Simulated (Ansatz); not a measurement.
Frontier orbitals of CH4OSn, SMILES `[CH3][Sn][OH]`.

```xyz
7

C    -0.8978   -0.1019    0.2992
Sn    0.1907    1.0731   -1.2014
O     1.9694    0.3139   -0.7535
H    -0.7557   -1.1698    0.1032
H    -1.9688    0.1103    0.3034
H    -0.4968    0.1114    1.2955
H     1.9590   -0.3369   -0.0463
```

Total charge 0; spin multiplicity 1. Correlated methods include outer-core shells of Sn, which these sets cover unevenly. Sn takes the def2 core potential. All single points use the PBE0-D4/def2-TZVP geometry. It is one conformer, not always the lowest. Basis def2-TZVPP, Ansatz.

```
functional  HOMO (eV)  LUMO (eV)  gap (eV)
       PBE      -5.47      -2.83      2.64
      BLYP      -5.36      -2.79      2.57
      PBE0      -6.49      -2.13      4.36
 CAM-B3LYP      -7.75      -1.23      6.52
   LC-ωPBE      -8.96      -0.11      8.85
   ωB97X-V      -8.66      -0.22      8.44
   ωB97M-V      -8.58      -0.40      8.18
        HF      -8.68       0.49      9.17
```

(1) What is the vertical ionisation energy at frozen-core CCSD(T)/def2-TZVPP? (Best estimate.)

Answers

(1) The calculation gave: 8.67 eV (T1 of the cation 0.020).

From PBE to PBE0 the HOMO moves by −1.02 eV and the LUMO by +0.70 eV, and with ωB97M-V by −3.11 and +2.43 eV, so the gap grows from 2.64 to 8.18 eV with exact exchange. −ε(HOMO) differs from that ionisation energy by −3.20 eV with PBE and −0.10 eV with ωB97M-V.

LC-ωPBE has ω = 0.4 bohr⁻¹.
